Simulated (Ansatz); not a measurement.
```yaml
crystal:
  periodic: [false, false, false]
  atoms:
    - {symbol: O, position_ang: [-1.813169, 0.868422, -1.619657]}
    - {symbol: Sn, position_ang: [-0.053291, 0.180800, -1.142701]}
    - {symbol: N, position_ang: [-0.065539, -1.047207, 0.471786]}
    - {symbol: C, position_ang: [0.688181, -0.043202, 1.243322]}
    - {symbol: O, position_ang: [0.769625, 1.104709, 0.415793]}
    - {symbol: H, position_ang: [-2.383729, 0.971758, -0.852797]}
    - {symbol: H, position_ang: [0.738716, 0.060057, -2.638307]}
    - {symbol: H, position_ang: [0.359201, -1.964945, 0.450221]}
    - {symbol: H, position_ang: [1.692777, -0.399709, 1.511328]}
    - {symbol: H, position_ang: [0.150329, 0.218018, 2.164011]}
basis:
  gaussian: {orbitals: def2-TZVPP}
magnetization: {spin_polarized: true, initial_magnetization: 2}
hamiltonian: {xc: {name: wB97X}}
accuracy: high
output: {forces: true}
```

```sh
$ ansatz run in.yaml --threads 4 --pin off --events-out ev --progress --plain --max-ram 10444MiB
```

It prints (some lines left out):

```
Functional definition: wB97X
4490 factors; integrals over basis functions are off by at most 4.1e-8 eV
512 factors; integrals over basis functions are off by at most 2.2e-9 eV
mean field evaluation 1: about -12521.0551 eV, gradient 5.3e1 eV
mean field evaluation 2: about -12513.4176 eV, gradient 7.2e1 eV
mean field evaluation 4: about -12530.8854 eV, gradient 4.3e0 eV
mean field evaluation 8: about -12531.1655 eV, gradient 1.2e0 eV
mean field evaluation 16: about -12531.4899 eV, gradient 3.9e-1 eV
mean field evaluation 32: about -12531.5043 eV, gradient 1.5e-3 eV
mean field -12531.50431728 eV, -460.5242895015 hartree, gradient 9.6e-8 eV, S^2 2.010531; 2 other end points of the search recorded, 0 dependent functions left out
reference -12531.50431524 eV, -460.5242894264 hartree; 29, 27 occupied and 215, 217 virtual orbitals, 4490 factors
Total energy: -12531.50431524 eV, -460.5242894264 hartree
Atom 0 at    -1.813169     0.868422    -1.619657 Å, force    -0.649960     0.970219     0.349175 eV/Å
Atom 1 at    -0.053291     0.180800    -1.142701 Å, force    -1.312184    -0.143719    -5.176996 eV/Å
Atom 2 at    -0.065539    -1.047207     0.471786 Å, force     1.593397    -0.572758     4.633736 eV/Å
Atom 3 at     0.688181    -0.043202     1.243322 Å, force    -0.206912     0.389164     0.302817 eV/Å
Atom 4 at     0.769625     1.104709     0.415793 Å, force    -0.056086    -0.822007     0.622846 eV/Å
Atom 5 at    -2.383729     0.971758    -0.852797 Å, force    -0.003589     0.078594    -0.242752 eV/Å
Atom 6 at     0.738716     0.060057    -2.638307 Å, force     1.001156     1.153067    -0.913778 eV/Å
Atom 7 at     0.359201    -1.964945     0.450221 Å, force    -0.217251    -0.641953     0.319392 eV/Å
Atom 8 at     1.692777    -0.399709     1.511328 Å, force    -0.144318    -0.179173    -0.000760 eV/Å
Atom 9 at     0.150329     0.218018     2.164011 Å, force    -0.004253    -0.231434     0.106320 eV/Å
Dipole moment:     0.254774    -0.515004     0.968326 e Å
```

It took 98 s on 4 threads of an Arm Neoverse V2 on a shared host, with 2.9 GiB of host memory at the peak.
